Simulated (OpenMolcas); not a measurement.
# Pd2+: effect of the metal basis

Pd2+ with 6 ligands (fluoride) in octahedral coordination (Oh) at 2.17 Å. A charge of +0.667 e stands 2.8 Å behind each ligand.

```yaml
Program: OpenMolcas 26.06
Method: CASSCF
Spin-orbit_coupling: state interaction with AMFI integrals over the reference wave functions
```

Fixed: ligand basis ANO-RCC-VDZP, active space 8 electrons in 5 orbitals (4d), DKH2 Hamiltonian.

States (labels of O, the rotations of Oh). Energies in cm-1 above the lowest state or level, χT in cm3 K/mol; 10Dq and B are least-squares fits to the states below 45000 cm-1, weighted by degeneracy, with a free offset, and given where the rms deviation is under 5 % of |10Dq| (or 100 cm-1) and under 700 cm-1.

```tsv
Run	Metal basis	Ground state	First state of that spin	10Dq	B (rms of fit)	First gap with spin-orbit (degeneracies)	χT at 300 K	First state of another spin	Cost
A	ANO-RCC-VDZP	3A2	3T2 9853	9994	886 (62)	8881 (3, 2)	1.572	1E 13639	roughly 14 core-seconds
B	ANO-RCC-VTZP	3A2	3T2 9750	9914	897 (65)	8829 (3, 2)	1.569	1E 13829	roughly 25 core-seconds
```

Against A, |10Dq| changes by -0.8 % in B.

Costs are those of the RASSCF and RASSI steps.

Without dynamic correlation the repulsion within the d shell is too large (B by tens of per cent), so at a given field states of lower spin stand too high. Real 4d8 and 5d8 ions are as a rule square planar and diamagnetic. With metal d orbitals alone the field can be off either way by tens of per cent. Ligand-to-metal charge-transfer states are missing. With no ligand orbital active B as a rule stays too high, so bands that hang on it stand too high and its fall with covalency is understated. No measured value stands beside these numbers; the geometry was imposed, not optimised, and the real ion may take another.
